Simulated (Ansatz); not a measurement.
## A ladder of methods for C3H10OSi (trimethylsilanol)

The runs start from one conformer, not always the lowest.

C3H10OSi, singlet, SMILES `C[Si](C)(C)O`. Each level relaxes the structure for itself.

Quantity: the zero-point energy at each level's own minimum, in kJ/mol. The values are calculated.

| level | kind | program | value (kJ/mol) |
| --- | --- | --- | --- |
| HF/STO-3G | Hartree–Fock | Ansatz | 398.8 |
| HF/3-21G | Hartree–Fock | Ansatz | 350.3 |
| HF/6-31G* (Cartesian functions) | Hartree–Fock | Ansatz | 348.8 |
| B3LYP/6-31G* (Cartesian functions) | global hybrid | Ansatz | 329.0 |
| MP2/6-31G* (Cartesian functions) | perturbation theory | Ansatz | 336.8 |

Harmonic and unscaled. The values span 329.0 to 398.8 kJ/mol. Without the sets that lack polarisation functions the rows with a basis span only 329.0 to 348.8 kJ/mol.
